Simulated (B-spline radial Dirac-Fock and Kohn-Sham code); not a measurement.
## W⁴⁺: K-LL lines in intermediate coupling

System: tungsten as W⁴⁺ in the configuration [Xe] 4f14 5d2.

These are calculated numbers from a radial B-spline solver; the model is Dirac-Fock energy differences between relaxed states, corrected for Breit and QED terms. The two-hole levels come from diagonalising the Coulomb interaction among the jj configurations; intensities are independent-particle Coulomb rates. Kinetic energies are from the vacuum level. No correlation. Open outer shells are spectators and are not coupled to the holes. The rates lack the Breit term, which in heavy atoms raises K-L1L1 and K-L1L2. Labels follow the leading weight; the literature often keeps the label of the LS limit.

| kinetic energy (eV) | J | leading jj holes (weight) | leading LS term (weight) | intensity (%) |
| --- | --- | --- | --- | --- |
| 45024.9 | 0 | L1L1 (1.00) | ¹S0 (1.00) | 11.6 |
| 45591.6 | 1 | L1L2 (1.00) | ³P1 (0.62) | 16.2 |
| 45634.7 | 0 | L1L2 (1.00) | ³P0 (1.00) | 2.2 |
| 46095.5 | 0 | L2L2 (1.00) | ³P0 (0.65) | 2.5 |
| 46906.7 | 1 | L1L3 (1.00) | ¹P1 (0.62) | 12.0 |
| 46987.8 | 2 | L1L3 (1.00) | ³P2 (1.00) | 3.0 |
| 47463.7 | 2 | L2L3 (1.00) | ¹D2 (0.68) | 37.6 |
| 47489.8 | 1 | L2L3 (1.00) | ³P1 (1.00) | 0.1 |
| 48779.0 | 0 | L3L3 (1.00) | ¹S0 (0.65) | 1.9 |
| 48829.4 | 2 | L3L3 (1.00) | ³P2 (0.68) | 12.8 |

The strongest line, by its leading LS label ¹D2, lies at 47463.7 eV. The mean weight of the leading component is 1.00 in jj and 0.79 in LS coupling, so jj labels describe these levels better.
